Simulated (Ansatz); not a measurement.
Ansatz (an electronic-structure program) input:

Ansatz 0.2 input:
```yaml
crystal:
  periodic: [false, false, false]
  atoms:
    - {symbol: Si, position_ang: [0.84824678, -0.59641019, 0.04507869]}
    - {symbol: Cl, position_ang: [-0.79182118, 0.65985134, -0.04806900]}
    - {symbol: H, position_ang: [0.77772322, -1.36293283, 1.31430731]}
    - {symbol: H, position_ang: [0.80778190, -1.50479739, -1.12823590]}
basis:
  gaussian:
    orbitals: def2-TZVPD
hamiltonian:
  xc: {name: PBE0}
total_charge: 1
```

Problem. Predict the final energy.

Solution. -750.30357 Eh (PBE0/def2-TZVPD). The basis has 107 functions.

This state (charge 1, singlet) is run at the relaxed geometry of the species with charge 0 and multiplicity 2.
